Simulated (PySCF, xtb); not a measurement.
2-chloropent-1-en-4-yne (C₅H₅Cl), SMILES C#CCC(=C)Cl.

Coordinates come from a B3LYP-D3(BJ)/def2-SVP optimisation. One conformer was computed; it need not be the lowest.

These are PySCF with IEF-PCM-B3LYP/def2-SVP values and carry that method's errors.

The values are the electrostatic part of the solvation free energy, E(continuum) − E(gas) at the gas-phase geometry, in a cavity of scaled van der Waals radii (PySCF's table); cavitation and dispersion terms are not included. In vacuum the orbital gap is 6.83 eV. The dipole moment in vacuum is 1.40 D.

Task: Estimate the values in water (ε = 78.36), 2-propanol (ε = 19.26), acetone (ε = 20.49). (Estimate from the structure and the level; the computed values follow.)

Result: 
```tsv
solvent	ε	ΔG(elec) (kcal/mol)	dipole (D)	gap (eV)
water	78.36	-4.3	2.02	6.90
2-propanol	19.26	-4.0	1.98	6.89
acetone	20.49	-4.0	1.98	6.89
```

For comparison, GFN2-xTB/ALPB(water) (xtb, at the GFN2-xTB geometry, all terms of that model) gives -2.7 kcal/mol.
